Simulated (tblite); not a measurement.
Compound: C4H12P2Si.
Z-matrix (Å and degrees, GFN2-xTB geometry), rows numbered from 1:
```
Si
C   1  1.9043
C   2  1.5284  1  114.22
C   3  1.5233  2  107.25  1  -156.73
C   4  1.5224  3  105.72  2    50.48
P   5  1.8673  4  106.30  3   -42.62
P   6  2.1743  2   97.33  1  -129.12
H   1  1.4651  2  108.43  3   -58.14
H   1  1.4630  2  108.40  3    61.53
H   1  1.4629  2  108.85  3  -178.15
H   2  1.0971  1  109.18  3   122.55
H   3  1.0933  2  110.10  1   -38.25
H   3  1.0913  2  110.70  1    81.11
H   4  1.0937  3  109.51  2   -67.44
H   4  1.0915  3  111.92  2   172.07
H   5  1.0940  4  110.67  3    74.41
H   5  1.0922  4  113.06  3  -164.19
H   7  1.3943  6   93.42  2   171.95
H   7  1.3947  6   92.06  2    79.82
```

Computed with GFN2-xTB (tblite): harmonic, unscaled wavenumbers at the GFN2-xTB geometry, gas phase. This tight-binding method is rough: wavenumbers can miss measured ones by several per cent, in bad cases by 10 to 20. Modes of hydrogen on phosphorus and silicon can be 10 to 20 % off. One conformer, not necessarily the lowest.

Harmonic wavenumbers (cm⁻¹): 54.0, 108.7, 128.5, 140.0, 165.9, 181.4, 268.7, 299.4, 400.9, 489.6, 502.9, 521.1, 547.5, 645.6, 686.3, 728.1, 752.9, 769.3, 773.7, 785.1, 810.3, 830.5, 907.4, 952.6, 980.3, 1023.6, 1069.3, 1096.5, 1116.1, 1125.0, 1145.5, 1209.2, 1239.1, 1251.1, 1309.7, 1329.2, 1446.8, 1478.0, 1492.0, 2244.9, 2253.7, 2268.5, 2270.9, 2307.4, 2880.5, 2939.3, 2950.0, 2961.0, 2963.5, 2974.4, 2982.0.

A = 1919, B = 1125, C = 858.8 MHz; mass 150.018 u (most abundant isotopes); point group C1, symmetry number 1.

**Question.** What is the zero-point energy?

**Answer.** ½Σν̃ = 31379 cm⁻¹ = 375.38 kJ/mol.

**Question.** Entropy at 400 K, 1 bar (ideal gas, RRHO, classical rotation)?

**Answer.** Translation 177.46, rotation 127.26, vibration 163.80: S = 468.5 J/(mol K).

**Question.** And Cp and H(400 K) − H(0)?

**Answer.** Cp = 211.31 J/(mol K), of which vibrations give 178.05 (their classical limit is 51 R = 424.0); H(400 K) − H(0) = 48.58 kJ/mol without the zero-point energy, 35.28 from vibrations.

**Question.** Which modes carry the vibrational entropy at 400 K?

**Answer.** 54.0 cm⁻¹: 21.95; 108.7 cm⁻¹: 16.18; 128.5 cm⁻¹: 14.80; 140.0 cm⁻¹: 14.11; 165.9 cm⁻¹: 12.73; 181.4 cm⁻¹: 12.01 J/(mol K); the other 45 give 72.02 together.

**Question.** How do the functions run with temperature in this model?

**Answer.** 
```
 T (K)  S (J/(mol K))  Cp (J/(mol K))  H − H(0) (kJ/mol)  G − H(0) (kJ/mol)  ln q(vib)
    50          245.0            52.6               2.00             -10.26       0.34
   100          289.7            77.5               5.29             -23.68       1.38
298.15          413.0           167.1              29.25             -93.90       6.41
373.15          454.2           200.4              43.05            -126.44       8.38
   500          519.7           247.1              71.56            -188.26      11.74
   750          632.9           311.0             141.95            -332.75      18.20
  1000          728.5           352.2             225.20            -503.25      24.21
```

q(vib) and H(0) count from the zero-point level.

Hindered rotation and anharmonicity are outside this model. Other conformers, if any are populated, would add a mixing term that is left out. The structure is chiral; the term R ln 2 for an equal mix with its mirror image is left out.
